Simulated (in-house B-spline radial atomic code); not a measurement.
# Lu III (Lu2+): [He] 2s2 (2p1/2)1 (2p3/2)4 3s2 3p6 3d10 4s2 4p6 4d10 4f14 5s2 5p6 6s2 (with a hole in an inner shell)

All numbers are computed (Dirac-Kohn-Sham relativistic LDA, spherical fractional occupations; Fermi nucleus of rms radius 5.37 fm) with a B-spline radial code for spherical atoms, not measured.

Z_r = [3n² - l(l+1)]/(2<r>); Z_e = n√(-2ε); the last column is Slater's effective charge. Values are occupation-weighted means over j. An effective charge above Z reflects the relativistic contraction of the inner shells.

```json
{"shell": "1s", "electrons": "2", "ε (eV)": "-63094", "<r> (bohr)": "0.0194", "Z_r": "77.33", "Z_e": "68.10", "Slater": "70.70"}
{"shell": "2s", "electrons": "2", "ε (eV)": "-10902", "<r> (bohr)": "0.08113", "Z_r": "73.96", "Z_e": "56.61", "Slater": "67.20"}
{"shell": "2p", "electrons": "5", "ε (eV)": "-9564.4", "<r> (bohr)": "0.07317", "Z_r": "68.34", "Z_e": "53.03", "Slater": "67.20"}
{"shell": "3s", "electrons": "2", "ε (eV)": "-2507", "<r> (bohr)": "0.2108", "Z_r": "64.03", "Z_e": "40.72", "Slater": "60.60"}
{"shell": "3p", "electrons": "6", "ε (eV)": "-2140.6", "<r> (bohr)": "0.2094", "Z_r": "59.71", "Z_e": "37.63", "Slater": "60.60"}
{"shell": "3d", "electrons": "10", "ε (eV)": "-1672.5", "<r> (bohr)": "0.1894", "Z_r": "55.44", "Z_e": "33.26", "Slater": "50.85"}
{"shell": "4s", "electrons": "2", "ε (eV)": "-519.62", "<r> (bohr)": "0.4737", "Z_r": "50.66", "Z_e": "24.72", "Slater": "44.25"}
{"shell": "4p", "electrons": "6", "ε (eV)": "-396.5", "<r> (bohr)": "0.5004", "Z_r": "45.97", "Z_e": "21.59", "Slater": "44.25"}
{"shell": "4d", "electrons": "10", "ε (eV)": "-227.28", "<r> (bohr)": "0.5363", "Z_r": "39.16", "Z_e": "16.35", "Slater": "32.85"}
{"shell": "5s", "electrons": "2", "ε (eV)": "-86.317", "<r> (bohr)": "1.142", "Z_r": "32.84", "Z_e": "12.59", "Slater": "14.35"}
{"shell": "5p", "electrons": "6", "ε (eV)": "-56.183", "<r> (bohr)": "1.326", "Z_r": "27.52", "Z_e": "10.16", "Slater": "14.35"}
{"shell": "4f", "electrons": "14", "ε (eV)": "-39.058", "<r> (bohr)": "0.6691", "Z_r": "26.90", "Z_e": "6.78", "Slater": "21.45"}
{"shell": "6s", "electrons": "2", "ε (eV)": "-19.962", "<r> (bohr)": "2.876", "Z_r": "18.78", "Z_e": "7.27", "Slater": "4.85"}
```

The least bound orbital is 6s1/2 at -19.96 eV, and it is also the most diffuse (<r> = 2.876 bohr). The part-filled 2p shell lies below the filled 6s shell in orbital energy.

For the 1s electron the small component carries 7.06 % of the norm, the zero-frequency Breit interaction raises the level by 198.5 eV, self-energy by 129.6 eV, and vacuum polarisation lowers it by 23.43 eV.
